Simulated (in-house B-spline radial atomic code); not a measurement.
**Two electrons outside the [Ar] 3d10 4s2 core: Zr⁸⁺**

Computed with an all-electron radial atomic-structure program (B-spline basis): configuration interaction (CI) of the two valence electrons in the field of the frozen Dirac-Fock core, alone and with many-body perturbation theory for the core (screened one- and two-electron correlation potentials), Breit and QED terms; no-pair Dirac Hamiltonian, finite nucleus. Labels give the configuration (outer n counted up each series) and the leading LS term, or the jj pair where no LS term holds 70 %.

The outer s² shell of this core is soft: its mixing with p² is only treated to second order, so levels can be several per cent off.

Command:
```bash
python run_mb.py task.json out
```
Settings (nuclear radius in fm, box in bohr, cutoff in hartree):
```
basis_form          3
Z                   40
core_configuration  [Ar] 3d10 4s2
rms_radius          4.2694
mass_number         90
speed_of_light      137.036
box_radius          9.0
lmax                6
intervals           62
virtual_cutoff      3200.0
```

Time taken, with all properties: 120 s on 1 thread of Intel(R) Xeon(R) Platinum 8375C CPU @ 2.90GHz (shared host).

Excitation energies (cm⁻¹):

```tsv
level	purity of the LS term	CI alone	CI + MBPT + Breit + QED	Landé g of the LS mixture
4p2 3P0	0.925	0	0	-
4p2 3P1	1.0	?	?	?
4p2 3P2	0.731	19510	18542	1.37
4p2 1D2	0.73	?	?	?
4p2 1S0	0.925	66411	67180	-
```

Task: Where does 4p2 3P1 lie?

Result: 11508 cm⁻¹ in CI alone and 11337 cm⁻¹ with all corrections; g = 1.50.

Task: Where does 4p2 1D2 lie?

Result: 41249 cm⁻¹ in CI alone and 38581 cm⁻¹ with all corrections; g = 1.14.

Task: What is the first ionisation energy?

Result: 153.4 eV to the 4p1/2 state of the next ion (152.17 eV from CI alone). NIST lists 153 ± 2.2 eV (tabulated theory).
